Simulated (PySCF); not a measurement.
Species: C4H14OSi2.
InChI=1S/C4H14OSi2/c1-4(2,3)7-5-6/h7H2,1-3,6H3

Torsions of this conformer, `[CH3:1][C:2]([CH3:3])([CH3:4])[SiH2:5][O:6][SiH3:7]`: C1–C2–Si5–O6 -178°, C2–Si5–O6–Si7 -61°.

The closed-shell ground state was solved at several levels (PySCF, density fitting, gas phase, non-relativistic). The structure is a single PBE0-D3(BJ)/def2-SVP conformer in the gas phase; no vibrational or solvent corrections.

```tsv
level	basis functions	total energy (Eh)	HOMO (eV)	LUMO (eV)	gap (eV)	dipole (D)
PBE0/pcSseg-1	203	-814.5626	-7.70	0.24	7.94	1.04
B3LYP/pcSseg-1	203	-815.1487	-7.51	0.06	7.57	1.01
```

Task: Estimate the row for PBE0/def2-SVPD, a basis of 263 functions; the other rows only guide the guess.

Result: Total energy -814.2752 Eh, HOMO -7.67 eV, LUMO 0.00 eV, gap 7.67 eV, dipole 1.01 D.

Task: Over all these levels, which gives the widest orbital gap and which the narrowest?

Result: PBE0/pcSseg-1 (global hybrid, 25 % exact exchange) has the widest, 7.94 eV, and B3LYP/pcSseg-1 (global hybrid, 20 % exact exchange) the narrowest, 7.57 eV. The two share the basis. From the narrowest to the widest the HOMO moves by -0.19 eV and the LUMO by +0.18 eV.

Task: How far do the dipole and the HOMO energy spread over the levels?

Result: The dipole runs from 1.01 to 1.04 D (mean 1.02 D) and the HOMO from -7.70 to -7.51 eV.
